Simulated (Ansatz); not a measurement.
Calculated with Ansatz (gas phase, PBE0-D4/def2-TZVP geometries, no zero-point term in ΔE). CCSD(T)/CBS adds triple-zeta CCSD(T) − MP2 to the extrapolated MP2 energy (def2 sets, frozen cores). This one scheme is used for every species. DFT in def2-TZVPP. B3LYP here is the variant with VWN-RPA as its local correlation; programs differ in this. HSE06 is defined as in plane-wave codes. def2 core potentials past Kr. For In outer-core shells are correlated without core-valence functions, which leaves a few kJ/mol of doubt a bond.

Reaction (formal exchange of groups at a C–C bond): `CC1=NC1` + `[InH3]` → `[InH2][C]1=NC1` + CH₄

| level | ΔE (kcal/mol) | difference from CCSD(T)/CBS |
| --- | --- | --- |
| LDA (SPW92) | -2.6 | 5.6 |
| PBE-D4 | -5.9 | 2.3 |
| revPBE-D4 | -5.8 | 2.4 |
| BLYP-D4 | -6.9 | 1.3 |
| r2SCAN-D4 | -6.2 | 2.0 |
| B97M-V | -4.1 | 4.1 |
| PBE0-D4 | -5.2 | 3.0 |
| B3LYP-D4 | -6.2 | 2.0 |
| r2SCANh-D4 | -5.9 | 2.3 |
| r2SCAN0-D4 | -5.5 | 2.7 |
| HSE06-D4 | -5.3 | 2.9 |
| BHLYP-D4 | -5.8 | 2.4 |
| CAM-B3LYP-D4 | -5.2 | 3.0 |
| ωB97X-V | -5.7 | 2.5 |
| ωB97M-V | -6.0 | 2.2 |
| PBE-QIDH | -6.2 | 2.0 |
| revPBE | -6.6 | 1.6 |
| BLYP | -6.9 | 1.3 |
| r2SCAN | -6.2 | 2.0 |
| PBE0 | -5.1 | 3.1 |
| B3LYP | -6.0 | 2.2 |
| r2SCANh | -5.9 | 2.3 |
| HSE06 | -5.2 | 3.0 |
| BHLYP | -5.2 | 3.0 |
| LC-ωPBE | -5.1 | 3.1 |
| RPA@PBE/def2-TZVPP | -8.1 | 0.1 |
| HF/def2-SVP | -3.0 | 5.2 |
| MP2/def2-SVP | -5.8 | 2.4 |
| CCSD/def2-SVP | -5.0 | 3.2 |
| CCSD(T)/def2-SVP | -5.3 | 2.9 |
| HF/def2-TZVPP | -4.6 | 3.6 |
| MP2/def2-TZVPP | -8.8 | -0.6 |
| SCS-MP2/def2-TZVPP | -8.4 | -0.2 |
| CCSD/def2-TZVPP | -7.3 | 0.9 |
| CCSD(T)/def2-TZVPP | -7.9 | 0.3 |
| HF/def2-QZVPP | -4.6 | 3.6 |
| MP2/def2-QZVPP | -9.0 | -0.8 |
| SCS-MP2/def2-QZVPP | -8.5 | -0.3 |
| MP2/CBS(def2) | -9.2 | -1.0 |
| CCSD/CBS(def2) | -7.6 | 0.6 |
| CCSD(T)/CBS | -8.2 | 0 |

Largest T1 diagnostic among the species: 0.014.

Leaving LDA and LC-ωPBE aside and taking each functional with its dispersion term where it has one, the values, not all of them listed here, spread over 3.0 kcal/mol, from B2PLYP to B97M-V. LDA lies +3.2 kcal/mol from PBE without D4. At CCSD(T), def2-SVP lies +2.9 kcal/mol from the extrapolated value and def2-TZVPP +0.3 kcal/mol. In def2-TZVPP, CCSD(T) changes the Hartree–Fock value by −3.3 kcal/mol (the triples alone add −0.6 kcal/mol) and MP2 by −4.3 kcal/mol.
